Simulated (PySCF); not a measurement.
Br5W, SMILES [Br][W+]([Br])([Br])([Br])[Br], charge +1, multiplicity 1.

Geometry: B3LYP-D3(BJ)/def2-SVP. The spin state was assumed, not searched. The def2 effective core potentials stand for the cores of W; spin–orbit coupling is left out.

These are PySCF with PBE0/def2-TZVP values and carry that method's errors.

Gas-phase values at a fixed geometry.

Computed frontier levels, gap, dipole moment:
| Property | Result |
|---|---|
| highest occupied level | -12.90 eV |
| lowest empty level | -9.59 eV |
| orbital gap | 3.31 eV |
| dipole moment about the centre of nuclear charge | 0.00 D |
